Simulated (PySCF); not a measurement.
**Working out the ionisation energy of S²⁺**

S²⁺ [Ne] 3s2 3p2 (3P) → S³⁺ [Ne] 3s2 3p1 (2P). Calculation: PySCF 2.14, in dyall-av3z (19s12p3d2f, 84 functions); no relativity, point nucleus. Frozen: [Ne]; the 26 highest virtual orbitals dropped. Energies in hartree (1 hartree = 27.21139 eV):

| part | S²⁺ (lower) | S³⁺ (upper) |
| --- | --- | --- |
| UHF | -396.338189 | -395.082776 |
| CCSD correlation | -0.090190 | -0.071088 |
| (T) | -0.002168 | -0.001017 |

Problem. What does Hartree-Fock give?

Solution. (-395.082776) − (-396.338189) = 1.255413 hartree = 34.162 eV.

Problem. What do CCSD and CCSD(T) give?

Solution. The CCSD correlation energies differ by 0.019102 hartree = 0.520 eV and the triples by 0.001151 hartree = 0.031 eV, so CCSD gives 34.682 eV and CCSD(T) 34.713 eV.

A first-order spin-orbit estimate adds -0.009 eV to CCSD(T) (valence), giving 34.704 eV against 34.86 ± 0.04 eV (semi-empirical (NIST evaluation); NIST Atomic Spectra Database, ionization energies).

What remains against the reference includes basis incompleteness, the frozen core and higher excitations.
